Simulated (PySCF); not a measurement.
# Choosing a basis for TDDFT

CH8B3NS.
SMILES with atom numbers: `[BH2:1][N:2]([BH2:3])[BH:4][S:5][CH3:6]` (hydrogens: H7, H8 on B1; H9, H10 on B3; H11 on B4; H12, H13, H14 on C6)

TDDFT with PBE0 (PySCF), vertical singlets, core orbitals frozen in the response, spherical d and f functions. Isolated species at its PBE0-D3(BJ)/def2-SVP geometry (one conformer only).

**Question.** Compare 6-31G*, def2-SVP, 6-31+G*, def2-SVPD, aug-cc-pVDZ and def2-TZVP for this molecule.

**Answer.** 

| basis | functions | diffuse | S1 (eV) | S2 (eV) | S3 (eV) | S4 (eV) | S5 (eV) | LUMO (eV) | α (au) |
| --- | --- | --- | --- | --- | --- | --- | --- | --- | --- |
| 6-31G* | 104 | no | 5.16 | 5.71 | 5.83 | 6.03 | 6.19 | -1.17 | 71.8 |
| def2-SVP | 128 | no | 5.02 | 5.63 | 5.71 | 5.89 | 6.05 | -1.39 | 73.7 |
| 6-31+G* | 128 | yes | 5.00 | 5.57 | 5.73 | 5.93 | 6.11 | -1.45 | 79.0 |
| def2-SVPD | 191 | yes | 4.95 | 5.53 | 5.67 | 5.85 | 6.02 | -1.52 | 85.5 |
| aug-cc-pVDZ | 214 | yes | 4.92 | 5.50 | 5.65 | 5.83 | 6.01 | -1.51 | 86.8 |
| def2-TZVP | 240 | no | 4.95 | 5.52 | 5.67 | 5.86 | 6.02 | -1.47 | 82.7 |

States are compared by their number. Against the largest diffuse basis here (aug-cc-pVDZ, itself not a converged limit), sets without diffuse functions differ by up to 0.24 eV in S1 and 0.18 eV in S5; the smaller diffuse sets differ by up to 0.08 and 0.10 eV. State by state, the largest deviation of a set without diffuse functions is S1 0.24, S2 0.22, S3 0.19, S4 0.20, S5 0.18 eV. The same number needn't mean the same state in each row. Against aug-cc-pVDZ the polarisability deviates by -17% in 6-31G*, -15% in def2-SVP, -9% in 6-31+G*, -1% in def2-SVPD, -5% in def2-TZVP. A single + in a Pople set puts diffuse functions on heavy atoms only.
